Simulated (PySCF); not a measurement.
# Excitation energy of Au⁺ by level of theory

Au⁺ [Xe] 4f14 5d10 (1S) → Au⁺ [Xe] 4f14 5d9 6p1 (high-spin determinant), as a difference of total energies. Calculation: PySCF 2.14, in def2-TZVPPD with the def2 core potential (60 electrons) (6s5p3d2f1g, 59 functions); a scalar-relativistic core potential. Correlated levels: valence: 5s2 5p6 frozen; valence and next inner shell: nothing frozen outside the core potential. The calculations carry no spin-orbit coupling.

```csv
method,excitation energy (eV)
UHF,8.340
LDA,9.239
PBE,9.017
PBE0,9.054
r2SCAN,8.928
MN15,9.130
TPSS,8.945
wB97X-V,9.289
r2SCANh,8.949
MP2 (valence),9.491
SCS-MP2 (valence),9.481
MP2 (valence and next inner shell),9.367
SCS-MP2 (valence and next inner shell),9.314
```

Question: How much does correlation contribute at MP2 (valence and next inner shell)?

Answer: 9.367 − (8.340) = 1.027 eV, measured against UHF.

The determinant of the upper state mixes LS terms, which raises its energy above the lowest term, most at the Hartree-Fock and MP2 levels.
